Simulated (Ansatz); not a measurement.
Mulliken charges of `[SH][Ti]([SH])([SH])[SH]` from r2SCAN/def2-TZVPP in Ansatz (PBE0-D4/def2-TZVP geometry).

```tsv
atom	x (Å)	y (Å)	z (Å)	charge (e)
S1	0.237	1.443	-1.515	-0.237
Ti2	0.152	0.056	0.287	0.424
S3	2.286	-0.411	0.891	-0.221
S4	-1.049	-1.806	-0.232	-0.237
S5	-0.828	1.014	2.093	-0.221
H6	-1.082	1.247	-1.722	0.122
H7	2.239	-1.608	0.272	0.124
H8	-0.398	-1.892	-1.411	0.123
H9	-1.469	1.911	1.318	0.123
```

Problem. By hand: the dipole of these point charges (1 e Å = 4.8032 D).

Solution. Σ q r = (-0.149, -0.068, -0.312) e Å, of length 0.352 e Å = 1.69 D.

Problem. How does the dipole of the full density compare? (Estimate.)

Solution. Ansatz gave: (-0.126, -0.054, -0.260) e Å, 1.41 D; the point charges give 1.20 times that, at 1° from its direction.

Point charges leave out the atoms' own dipoles, such as those of lone pairs, and Mulliken's split depends on the basis, so the two needn't agree.
